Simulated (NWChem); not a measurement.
1,1-difluoroethane (C₂H₄F₂); SMILES FC(F)C

All runs: NWChem. Pople sets run with spherical d functions. Structure relaxed at the PBE0/def2-SVP level. Computed dipoles belong to the equilibrium geometry; the measured one is vibrationally averaged.

Measured dipole moment: 2.27 D (NIST CCCBDB, as tabulated in the package chemicals).

Task: Which of these levels lies farthest from the measured value, and how do the others fare: B3LYP/6-31+G*; B3LYP/6-31G*; B3LYP/6-311++G**; B3LYP/STO-3G; B3LYP/def2-SVPD; B3LYP/def2-TZVP; B3LYP/3-21G; B3LYP/aug-cc-pVTZ; B3LYP/def2-SVP?

Result: B3LYP/STO-3G.
| level | dipole moment (D) | computed − measured |
|---|---|---|
| B3LYP/STO-3G | 1.10 | -1.17 |
| B3LYP/3-21G | 1.96 | -0.31 |
| B3LYP/6-31G* | 1.87 | -0.40 |
| B3LYP/6-31+G* | 2.30 | +0.03 |
| B3LYP/def2-SVP | 2.02 | -0.25 |
| B3LYP/def2-SVPD | 2.25 | -0.02 |
| B3LYP/def2-TZVP | 2.14 | -0.13 |
| B3LYP/6-311++G** | 2.35 | +0.08 |
| B3LYP/aug-cc-pVTZ | 2.20 | -0.07 |
